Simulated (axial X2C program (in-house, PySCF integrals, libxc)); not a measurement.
**Nuclear properties of NTeN²⁺**

Computed with an in-house all-electron X2C program for linear molecules (integrals from PySCF): two-component X2C with atomic mean-field Coulomb and Gaunt terms, Gaussian nuclei, basis N dyall-av3z, Te dyall-v3z with contracted cores.

N–Te–N held linear, with bonds 1.979 and 1.979 Å (near the PBE0 minimum at charge 2 of the determinant lowest at the starting distance; the state shown can have its own minimum elsewhere, held linear; other orders of the atoms were not compared).

Determinant lowest in the PBE0 search, Ω = 1 (⟨Sz⟩ = 1.01, ⟨Lz⟩ = -0.01 at PBE0), spin on the atoms N 0.85, Te -0.70, N 0.85:

```json
{"level": "PBE0", "A∥/gI N (MHz)": "-110", "qzz N (a.u.)": "0.77", "A∥/gI Te (MHz)": "-120", "qzz Te (a.u.)": "-0.84"}
{"level": "HF", "A∥/gI N (MHz)": "-96.3", "qzz N (a.u.)": "1.03", "A∥/gI Te (MHz)": "-2170", "qzz Te (a.u.)": "-2.60"}
{"level": "LDA", "A∥/gI N (MHz)": "-106", "qzz N (a.u.)": "0.67", "A∥/gI Te (MHz)": "-94.3", "qzz Te (a.u.)": "-0.35"}
```

Determinant 1.28 eV from it at PBE0 and this distance, Ω = 3 (⟨Sz⟩ = 2.02, ⟨Lz⟩ = 0.98 at PBE0), spin on the atoms N 1.07, Te -0.12, N 1.07:

| level | A∥/gI N (MHz) | qzz N (a.u.) | A∥/gI Te (MHz) | qzz Te (a.u.) |
| --- | --- | --- | --- | --- |
| PBE0 | -12.9 | -0.71 | 842 | -5.69 |
| HF | 22.9 | -0.08 | 56.4 | 3.61 |
| LDA | -6.4 | -0.85 | 731 | -4.97 |

A∥ (defined per Ω) follows by multiplying with gI = μI/(I μN); qzz is the electric field gradient, eQq0 = 234.96 MHz × Q/barn × qzz. The operators were transformed with the bare-nucleus X2C matrices; with these basis sets, hyperfine constants and field gradients can be off by tens of per cent, and where levels differ in sign neither size nor sign is settled.

Task: With gI(14N) = 0.4038, Q(14N) = 0.02044 barn (g factors from the IAEA table of nuclear moments by Stone; Q from Pyykkö, Mol. Phys. 2018), turn the PBE0 values of the first state into constants in MHz.

Result: A∥(14N) = -110 × 0.4038 = -44.4 MHz; eQq0(14N) = 234.96 × (0.02044) × (0.77) = 3.7 MHz.

The molecule was held linear; bending was not examined, so a bent shape may lie lower.

Each state is one determinant with collinear spin, which with several unpaired electrons need not be a pure state. Unrestricted Hartree–Fock can overshoot spin polarisation at the nuclei. With several open shells hyperfine constants can be off by a factor of several. In the state Ω = 1 the atomic spins oppose each other (0.85, -0.70, 0.85): a broken-symmetry determinant whose values are not spin-projected. Open-shell Ω = 0 determinants with evenly filled partner blocks cannot be reached by this program, so the Ω shown need not be the lowest component. The search compared states at one distance, so a state with another bond length can lie lower. Where a field gradient or hyperfine factor spreads by more than a factor of two over the levels, a constant derived from it is not to be relied on. PBE0 term energies can be off by some tenths of an eV.
